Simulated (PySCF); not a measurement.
A run for PySCF: D3(BJ) and D4 dispersion corrections on C2H6N2 (a complex), monomers drawn apart or pushed together.

```python
from pyscf import gto
from pyscf.dispersion import dftd3, dftd4

mol = gto.M(
    atom='''
    N    -0.05341501    0.00409944    0.17064993
    H     0.64985827    0.30730519   -0.49366318
    H     0.37040848   -0.71429221    0.74933568
    H    -0.79547741   -0.43773557   -0.36034019
    C    -0.41592551    1.22914354    3.02398247
    C     0.25967942   -0.04933422    3.16671328
    N     0.79298739   -1.06536872    3.24355255
    H    -1.36106262    1.21886117    3.56739580
    H     0.20852080    2.03160397    3.41744374
    H    -0.60364628    1.39549510    1.96129183
    ''',
    basis='def2-svp',
    charge=0, spin=0, verbose=0, max_memory=1800)
d3, d4 = {}, {}
for xc in ['hf', 'pbe', 'blyp', 'revpbe', 'tpss', 'r2scan', 'b3lyp', 'pbe0', 'bhlyp', 'camb3lyp', 'b2plyp']:
    d3[xc] = float(dftd3.DFTD3Dispersion(mol, xc=xc, version='d3bj', atm=False).get_dispersion()['energy'])
    print(f'D3(BJ) {xc:10s} {d3[xc]:14.8f} Eh')
for xc in ['hf', 'pbe', 'blyp', 'revpbe', 'tpss', 'r2scan', 'b3lyp', 'pbe0', 'bhlyp', 'camb3lyp', 'b2plyp']:
    d4[xc] = float(dftd4.DFTD4Dispersion(mol, xc={'camb3lyp': 'cam-b3lyp'}.get(xc, xc), atm=True).get_dispersion()['energy'])
    print(f'D4     {xc:10s} {d4[xc]:14.8f} Eh')
```

Program output:

```
D3(BJ) hf            -0.04226248 Eh
D3(BJ) pbe           -0.00550456 Eh
D3(BJ) blyp          -0.01110734 Eh
D3(BJ) revpbe        -0.01409426 Eh
D3(BJ) tpss          -0.00678608 Eh
D3(BJ) r2scan        -0.00160171 Eh
D3(BJ) b3lyp         -0.00902028 Eh
D3(BJ) pbe0          -0.00466067 Eh
D3(BJ) bhlyp         -0.00676034 Eh
D3(BJ) camb3lyp      -0.00402873 Eh
D3(BJ) b2plyp        -0.00403216 Eh
D4     hf            -0.01676040 Eh
D4     pbe           -0.00468035 Eh
D4     blyp          -0.01026781 Eh
D4     revpbe        -0.01563170 Eh
D4     tpss          -0.00631869 Eh
D4     r2scan        -0.00126598 Eh
D4     b3lyp         -0.00736194 Eh
D4     pbe0          -0.00396171 Eh
D4     bhlyp         -0.00504699 Eh
D4     camb3lyp      -0.00395406 Eh
D4     b2plyp        -0.00330144 Eh
```

The run finished.

Cost: roughly 0.04 core-seconds.
